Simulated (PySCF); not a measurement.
## Dipole response of K (potassium, neutral)

[Ar] 4s1, 2S determinant. Computed with PySCF 2.14 in x2c-TZVPPall with one added diffuse shell each of s, p, d type (7s5p4d, 42 functions), with the spin-free X2C one-electron Hamiltonian (Gaussian nucleus). Coupled (time-dependent) response in atomic units; α is the mean over directions.

```json
{"method": "UHF", "mean α (bohr³)": "372.5", "C₆ (like pair)": "5678", "S(−4)": "131000"}
{"method": "PBE", "mean α (bohr³)": "310.2", "C₆ (like pair)": "4314", "S(−4)": "92160"}
{"method": "PBE0", "mean α (bohr³)": "331.0", "C₆ (like pair)": "4750", "S(−4)": "104500"}
{"method": "HSE06", "mean α (bohr³)": "306.7", "C₆ (like pair)": "4253", "S(−4)": "89490"}
{"method": "TPSS", "mean α (bohr³)": "372.2", "C₆ (like pair)": "5609", "S(−4)": "134000"}
```

S(−4) is the Cauchy moment in α(ω) = α(0) + S(−4) ω² + …

Reference α: 289.7 ± 0.3 bohr³ (recommended; Schwerdtfeger and Nagle, table of static dipole polarizabilities (2023 update)). Published C₆: 3923 (Chu and Dalgarno (2004); Tang, Norbeck and Certain (1976)).

Hartree-Fock lies above the reference because it lacks correlation, which contracts the outer shell.

α(iu) at PBE:

```csv
u (hartree),α(iu) (bohr³)
0,310.2
0.0500,179.2
0.100,81.63
0.200,28.91
0.300,16.08
0.500,8.489
0.750,5.374
1.00,3.842
1.50,2.262
2.00,1.478
3.00,0.7587
5.00,0.3030
```

A single London oscillator, α(iu) = α/(1 + u²/ω²), gives C₆ = (3/4) ω α². Matching the computed C₆ needs ω = 4 × 4314 / (3 × 310.2²) = 0.0598 hartree.
